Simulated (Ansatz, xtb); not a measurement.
**Relative energy of two isomers of C6H6S2**

Structure a: `Sc1cccc(S)c1`, a singlet. Structure b: `Sc1ccccc1S`, a singlet. Both are isolated molecules in the gas phase, relaxed with r2SCAN-D4/def2-SVP; the shapes shown needn't be the lowest conformers.

a (Å):

```yaml
atoms:
  - { symbol: C, position_ang: [-1.5866, 0.3106, 0.1003] }
  - { symbol: C, position_ang: [-0.3066, 0.8655, -0.0652] }
  - { symbol: C, position_ang: [0.7918, 0.0169, -0.2110] }
  - { symbol: C, position_ang: [0.6446, -1.3709, -0.1954] }
  - { symbol: C, position_ang: [-0.6359, -1.9245, -0.0298] }
  - { symbol: C, position_ang: [-1.7481, -1.0826, 0.1175] }
  - { symbol: S, position_ang: [-3.0440, 1.2971, 0.2931] }
  - { symbol: S, position_ang: [-0.9312, -3.6697, 0.0040] }
  - { symbol: H, position_ang: [-2.4266, 2.4952, 0.2153] }
  - { symbol: H, position_ang: [-0.1689, 1.9499, -0.0801] }
  - { symbol: H, position_ang: [1.7888, 0.4485, -0.3402] }
  - { symbol: H, position_ang: [1.5186, -2.0174, -0.3109] }
  - { symbol: H, position_ang: [0.3547, -4.0437, -0.1665] }
  - { symbol: H, position_ang: [-2.7453, -1.5143, 0.2462] }
```

b (Å):

```json
{"atom": "C", "x (Å)": "-0.3098", "y (Å)": "0.1820", "z (Å)": "-0.5112"}
{"atom": "C", "x (Å)": "0.8549", "y (Å)": "-0.2521", "z (Å)": "0.1429"}
{"atom": "C", "x (Å)": "0.8402", "y (Å)": "-1.3862", "z (Å)": "0.9543"}
{"atom": "C", "x (Å)": "-0.3440", "y (Å)": "-2.1115", "z (Å)": "1.1156"}
{"atom": "C", "x (Å)": "-1.5127", "y (Å)": "-1.6819", "z (Å)": "0.4877"}
{"atom": "C", "x (Å)": "-1.5178", "y (Å)": "-0.5310", "z (Å)": "-0.3173"}
{"atom": "S", "x (Å)": "-0.2033", "y (Å)": "1.6525", "z (Å)": "-1.4981"}
{"atom": "S", "x (Å)": "-3.0437", "y (Å)": "-0.0780", "z (Å)": "-1.1007"}
{"atom": "H", "x (Å)": "-1.0810", "y (Å)": "1.2422", "z (Å)": "-2.4473"}
{"atom": "H", "x (Å)": "1.7846", "y (Å)": "0.3022", "z (Å)": "-0.0132"}
{"atom": "H", "x (Å)": "1.7601", "y (Å)": "-1.7095", "z (Å)": "1.4491"}
{"atom": "H", "x (Å)": "-0.3645", "y (Å)": "-3.0070", "z (Å)": "1.7428"}
{"atom": "H", "x (Å)": "-2.4497", "y (Å)": "-2.2264", "z (Å)": "0.6347"}
{"atom": "H", "x (Å)": "-2.8496", "y (Å)": "1.2614", "z (Å)": "-1.0101"}
```

Quicker runs give these differences E(b) − E(a): GFN2-xTB +9.60 kJ/mol; HF/STO-3G +19.34 kJ/mol (at GFN2-xTB geometries); r2SCAN-D4/def2-SVP//GFN2-xTB −4.58 kJ/mol.

Q: Estimate which is lower in electronic energy at CCSD(T)/def2-SVP + ΔMP2/def2-TZVPP, and by roughly how much.

A: CCSD(T)/def2-SVP + ΔMP2/def2-TZVPP gives E(b) − E(a) = −3.12 kJ/mol, slightly favouring structure b, which is too small a margin to settle the true order.

How the difference moves with the method:

| level | geometry | E(b) − E(a) (kJ/mol) | departure from the last row (kJ/mol) | job, with rough time for the two |
| --- | --- | --- | --- | --- |
| GFN2-xTB | GFN2-xTB | +9.60 | +12.73 | optimisation, 1.5 s |
| HF/STO-3G | GFN2-xTB | +19.34 | +22.46 | single point, 1 s |
| r2SCAN-D4/def2-SVP//GFN2-xTB | GFN2-xTB | −4.58 | −1.46 | single point, 11 s |
| r2SCAN-D4/def2-SVP | r2SCAN-D4/def2-SVP | −5.03 | −1.90 | optimisation, 68 s |
| HF/def2-SVP | r2SCAN-D4/def2-SVP | +2.55 | +5.67 | part of the CCSD(T) run |
| MP2/def2-SVP | r2SCAN-D4/def2-SVP | −9.16 | −6.03 | part of the CCSD(T) run |
| CCSD(T)/def2-SVP | r2SCAN-D4/def2-SVP | −6.73 | −3.61 | single point |
| CCSD(T)/def2-SVP + ΔMP2/def2-TZVPP | r2SCAN-D4/def2-SVP | −3.12 |  | single point, 3.8 min |

As drawn, both hold the same kinds of bond in the same numbers.

The largest departure from CCSD(T)/def2-SVP + ΔMP2/def2-TZVPP is that of HF/STO-3G, 22.46 kJ/mol. The last row adds to CCSD(T) the change of the MP2 difference between the two basis sets, here +3.61 kJ/mol.

With thermal terms from frequencies at re-optimised GFN2-xTB minima (ideal gas, soft modes damped towards free rotors, one conformer each, 298.15 K, 1 atm): on the last row, ΔE + ΔZPE = −3.42, ΔH = −3.37, ΔG = −4.00 kJ/mol.

The correlated steps freeze 16 core orbitals. Run with Ansatz 0.2.0, xtb 6.7.1; the last row on 2 threads of Arm Neoverse V1 on a shared host.
